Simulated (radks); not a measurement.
Ca II, configuration [Ar] 4s(up 0.75, down 0.25) (fractional occupations, a model configuration). Calculated with a radial shooting solver on a logarithmic mesh with Libxc functionals: non-relativistic Kohn-Sham, BLYP, spin-polarised, spherical densities, point nucleus.

Normalised radial functions P(r) = r R(r), r in bohr:

r,2p down,3p down
0.005653,0.0075,0.0026
0.007361,0.0126,0.0043
0.009662,0.0212,0.0072
0.01258,0.0349,0.0119
0.01651,0.0578,0.0197
0.0215,0.0933,0.0318
0.02823,0.1505,0.0512
0.03675,0.2350,0.0799
0.04824,0.3629,0.1230
0.06282,0.5365,0.1811
0.08245,0.7709,0.2581
0.1074,1.0433,0.3441
0.1409,1.3373,0.4283
0.1835,1.5758,0.4764
0.2409,1.6902,0.4488
0.3136,1.6061,0.3068
0.4117,1.3092,0.0267
0.5361,0.8942,-0.3365
0.7036,0.4773,-0.7022
0.9236,0.1895,-0.9267
1.203,0.0539,-0.9219
1.579,0.0092,-0.7162
2.055,0.0009,-0.4404
2.698,0.0000,-0.2025
3.513,0.0000,-0.0687
4.611,0.0000,-0.0148
6.004,0.0000,-0.0020
7.881,0.0000,-0.0001
10.26,0.0000,0.0000

2p down: eigenvalue -341.52 eV, 0 radial nodes, <r> = 0.329 bohr, 90 % of the charge inside 0.542 bohr. 3p down: eigenvalue -34.658 eV, 1 radial node at r = 0.420 bohr, <r> = 1.27 bohr, 90 % of the charge inside 1.96 bohr.
